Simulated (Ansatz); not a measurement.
Molecule: sum formula H3SiO3 (charge 0, doublet). It need not be the lowest isomer of its formula. SMILES: [O][SiH](O)O
Structure (B3LYP-D3(BJ)/def2-TZVP (Ansatz, a first-principles code) minimum search):
```xyz
7

Si    -0.0541     0.0028     0.2710
O     -0.7428     1.4707    -0.0628
O     -0.7063    -1.2699    -0.5091
O      1.5332    -0.1201    -0.0733
H     -0.3573     0.0409     1.7283
H     -1.6641    -1.3307    -0.5468
H      2.1066     0.6051     0.1870
```
Charge 0, spin multiplicity 2.

Computed values are from Ansatz. Cores are frozen in the correlated levels unless marked. Open shells are spin-unrestricted. Spin-orbit coupling is left out. Non-relativistic. Basis-set limits of correlation are two-point, X^-3; Hartree-Fock from the larger set (for Q and 5 zeta extrapolated as (X+1)exp(-9√X)).

Problem. What is the dipole moment at CCSD(T)/aug-cc-pV(D+d)Z?

Solution. 0.86 D.

Problem. What is the atomisation energy De at CCSD(T)/CBS(cc-pV(Q+d)Z,cc-pV(5+d)Z)?

Solution. 2628.0 kJ/mol.

Problem. What is the T1 diagnostic at CCSD/cc-pV(5+d)Z?

Solution. 0.016.

Problem. What is the total energy at CCSD(T)/CBS(cc-pV(Q+d)Z,cc-pV(5+d)Z)?

Solution. -516.4581 Eh.
